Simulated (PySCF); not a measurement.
BeH2, SMILES [BeH2]. Atoms are numbered in the order given.

```xyz
3

Be     0.0000     0.0000     0.0000
H      0.0000     0.0000    -1.3362
H      0.0000     0.0000     1.3362
```

Geometry: PBE0-D3(BJ)/def2-TZVPD. The isomer is the one that the SMILES or the coordinates give; other isomers of the formula were not compared.

Level of theory: PySCF with C-PCM-PBE0/def2-TZVPD.

The values are the electrostatic part of the solvation free energy, E(continuum) − E(gas) at the gas-phase geometry, in a cavity of scaled van der Waals radii (PySCF's table); cavitation and dispersion terms are not included. A continuum can't describe solvent molecules that bind to the metal. In vacuum the orbital gap is 7.97 eV. The dipole moment in vacuum is 0.00 D.

Computed values in water (ε = 78.36), tetrahydrofuran (ε = 7.43), chloroform (ε = 4.71):
```json
[
 {"solvent": "water", "ε": "78.36", "ΔG(elec) (kcal/mol)": "-4.4", "dipole (D)": "0.00", "gap (eV)": "8.34"},
 {"solvent": "tetrahydrofuran", "ε": "7.43", "ΔG(elec) (kcal/mol)": "-3.8", "dipole (D)": "0.00", "gap (eV)": "8.28"},
 {"solvent": "chloroform", "ε": "4.71", "ΔG(elec) (kcal/mol)": "-3.4", "dipole (D)": "0.00", "gap (eV)": "8.25"}
]
```
